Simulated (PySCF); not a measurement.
# What a mistake does to a calculation on AlBH3N2

All numbers below are calculated, not measured. The program is PySCF 2.14.0, an open-source quantum chemistry code, run on an isolated molecule that a program drew, which may never have been made. The molecule is AlBH3N2 (charge 0, doublet), drawn as the SMILES string `N=[B][Al][NH2]`.

Each row is a Hartree-Fock (HF) and frozen-core CCSD(T) single point in the cc-pV(D+d)Z basis, meant for a local HF minimum. Run 1 is clean. Each other run has one planted mistake out of seven kinds, and not every kind appears here: one electron removed, one electron added, multiplicity raised by two, geometry at a saddle point, minimal basis STO-3G, one bond length entered in bohr, all coordinates scaled. The reference is restricted for singlets and unrestricted otherwise, and also for a bond in bohr. Adding or removing an electron swaps singlet and doublet. Electrons count all cores. HOMO and LUMO are orbital energies over both spins, the gradient is its largest component, and the lowest frequency (negative if imaginary) is given only where the gradient is small. Bond lengths are over the 6 bonds as drawn. T1 is the CCSD diagnostic: over 0.02 (restricted) or 0.045 (unrestricted) a single reference is doubtful.

Geometry of the clean run:
```xyz
7
AlBH3N2, angstrom
N    -1.9527   -0.2910    1.5147
B    -1.0284    0.2882    0.9388
Al    0.6110    1.2868    0.0175
N     0.4403    1.7006   -1.6920
H    -2.6931   -0.7537    1.9721
H    -0.3653    1.5018   -2.2579
H     1.1314    2.1697   -2.2473
```

```
run,electrons,basis functions,<S^2>,HOMO (eV),LUMO (eV),gradient (hartree/bohr),lowest frequency (cm^-1),mean bond (Å),longest bond (Å),T1,HF (hartree),CCSD(T) (hartree),mistake
1,35,80,0.756,-8.16,1.30,2.5e-05,125,1.3538,2.129,0.0195,-377.27668,-377.77851,no fault
2,36,80,0.000,-0.15,6.90,4.7e-02,-,1.3538,2.129,0.0183,-377.25346,-377.78383,one electron added
3,35,80,1.418,-8.73,0.98,1.8e-02,-,1.5027,2.129,0.0558,-377.14362,-377.64369,one bond length entered in bohr
4,35,27,0.760,-4.78,7.27,7.3e-02,-,1.3538,2.129,0.0226,-372.58330,-372.79849,minimal basis STO-3G
5,35,80,0.764,-8.56,0.89,6.7e-02,-,1.4377,2.261,0.0235,-377.25018,-377.76663,?
```

**Which mistake was planted in run 5, and what did it cost?**

The mean and the longest bond both change by the same factor, 1.062, and the gradient is no longer small. So the mistake is: all coordinates scaled. Subtracting run 1 and multiplying by 627.51 kcal/mol a hartree, the energy moved by 16.6 kcal/mol in HF and 7.5 kcal/mol in CCSD(T).

Cautions from the logs. Run 3: T1 is over the limit, so its CCSD(T) energy is less reliable.
